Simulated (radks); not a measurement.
Charge is removed step by step from the 6s1/2 level of the lead ion Pb2+, starting from [Hg]. All-electron calculation, Dirac Kohn-Sham, PBE, spin-unpolarised, spherical densities, finite nucleus; Fermi nuclear charge, rms radius 5.5012 fm. Program: a radial shooting solver on a logarithmic mesh with Libxc functionals.

removed (e)  E - E(0) (eV)  eigenvalue (eV)  E minus straight line (eV)
0                    0.000          -27.419                       0.000
0.25                 7.161          -29.878                      -0.937
0.5                 14.942          -32.370                      -1.254
0.75                23.349          -34.895                      -0.945
1                   32.392          -37.452                       0.000

Removing the whole electron costs 32.392 eV by Delta-SCF, against 27.419 eV from minus the eigenvalue at the starting occupation. Slater's transition state (half an electron removed) gives 32.370 eV. Integrating minus the eigenvalue over the occupation (Janak's theorem) gives 32.392 eV. The mean slope of the eigenvalue, de/dn, is 10.0 eV per electron. Ionisation energy of Pb2+ in the NIST Atomic Spectra Database: 31.937 eV (measured).

Beside tabulated values, note that spin-unpolarised runs miss the spin-polarisation part of the exchange energy of open shells.
